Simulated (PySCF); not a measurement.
# Correlation energy of Ti (titanium, neutral)

[Ar] 3d2 4s2, high-spin 3F determinant. All numbers are calculated (PySCF 2.14, the non-relativistic Hamiltonian (point nucleus), in aug-cc-pVDZ (7s6p4d2f, 59 functions)). Frozen: [Ar]; 4 electrons correlated.

| level | correlation energy (mhartree) |
| --- | --- |
| CCSD | -48.46 |
| (T) | -1.32 |
| CCSD(T) | -49.78 |

Diagnostics: T1 = 0.024, D1 = 0.0545, largest double amplitude 0.068.

Q: Is a single reference adequate?

A: Yes: T1 lies below 0.03 and no double amplitude reaches 0.07.
